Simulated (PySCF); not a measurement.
**AgC: energy against distance**

Set-up: basis Ag x2c-TZVPPall, C x2c-TZVPPall; spin-free X2C with a Gaussian nucleus; PySCF 2.14. Energies in eV from Ag (4d10 5s1) + C in their ground configurations at the same level. All curves are PBE0. state 1: ⁴Σ⁻ (quartet), unpaired electrons σ ↑, π ↑↑; state 2: ²Π (doublet), unpaired electrons π ↑, a second solution, started from another occupation; state 3: Ms = 0.5 determinant of mixed spin (⟨S²⟩ near 1.8), unpaired electrons σ ↓, π ↑↑, a second solution, started from another occupation; state 4: Ms = 0.5 determinant of mixed spin (⟨S²⟩ near 1.8), unpaired electrons σ ↑, π ↑↓, a mixture of terms (⟨Lz²⟩ = 2.0), a second solution, started from another occupation.

```
R (Å)  state 1  state 2  state 3  state 4
1.742   -1.173   -0.907   -0.594   -0.538
1.823   -1.498   -1.228   -0.915   -0.847
1.903   -1.673   -1.402   -1.090   -1.011
1.964   -1.733   -1.463   -1.153   -1.067
2.025   -1.748   -1.480   -1.175   -1.079
2.086   -1.728   -1.463   -1.167   -1.061
2.167   -1.665   -1.403   -1.123   -1.003
2.268   -1.547   -1.288   -1.036   -0.896
2.389   -1.378   -1.119   -0.911   -0.745
2.551   -1.142   -0.883   -0.741   -0.539
```

Task: Put a parabola through the three lowest points of the state 1 curve and estimate Re, k and ωe (reduced mass 10.79 u; 1 eV/Å² = 0.16022 mdyn/Å; ωe = 1302.8·√(k/μ) cm⁻¹).

Result: Through R = 1.964, 2.025, 2.086 Å the second-order coefficient is 4.70 eV/Å², so Re ≈ 2.021 Å, k ≈ 1.51 mdyn/Å and ωe ≈ 487 cm⁻¹. A polynomial fit of higher order to the unrounded PBE0 energies gives Re = 2.018 Å, k = 1.52 mdyn/Å, ωe = 488 cm⁻¹; anharmonicity and rounding make the difference.

The higher-order fit for each curve: state 1: Re = 2.018 Å, ωe = 488 cm⁻¹, De = 1.75 eV; state 2: Re = 2.022 Å, ωe = 479 cm⁻¹, minimum 1.48 eV below the ground-state fragments; state 3: Re = 2.036 Å, ωe = 442 cm⁻¹, minimum 1.18 eV below the ground-state fragments; state 4: Re = 2.017 Å, ωe = 470 cm⁻¹, minimum 1.08 eV below the ground-state fragments.

⟨S²⟩ of the unrestricted solution departs from its pure value on part of the curve, where spin states mix. These are scalar-relativistic numbers at best; spin–orbit coupling would shift them, the dissociation energy most. The state is the lowest single determinant that the PBE0 search found; with open d or f shells the true ground state can be another one.
